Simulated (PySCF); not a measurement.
Trend along group 13: MH cations

r²SCAN with triple-zeta basis sets in PySCF, for the lowest determinant that a PBE0 search found; no spin–orbit coupling. De refers to high-spin ground-configuration atoms (the charge goes to the atom of lower measured ionisation energy or higher electron affinity, which is not always the lowest computed limit). A positive dipole points towards H; it is taken about the centre of mass and depends on that origin.

```csv
M,basis,charged atom,state (unpaired electrons),Re (Å),ωe (cm⁻¹),De (eV),μ (D)
B,def2-TZVPPD,B+,doublet (σ ↑),1.206,2536,2.86,0.36
Ga,def2-TZVPPD,Ga+,doublet (σ ↑),1.659,1315,0.73,0.38
In,def2-TZVPPD,In+,doublet (σ ↑),1.855,1052,0.51,0.32
```

(1) The row for M = Al is missing. Estimate Re, ωe and De as the mean of the rows for B and Ga, and compare with the calculation.

Spin–orbit coupling is left out. For an ion De counts to the pair picked by the measured ionisation energies or electron affinities, which need not be the lowest pair at this level. States were picked by a PBE0 search and need not be the measured ground states.

Results:

(1) The means are 1.433 Å, 1926 cm⁻¹ and 1.79 eV. r²SCAN in def2-TZVPPD gives AlH⁺ as a doublet (σ ↑) with Re = 1.613 Å, ωe = 1679 cm⁻¹, De = 1.18 eV, so the estimate is off by -18.1 pm, +15 % and +0.61 eV.
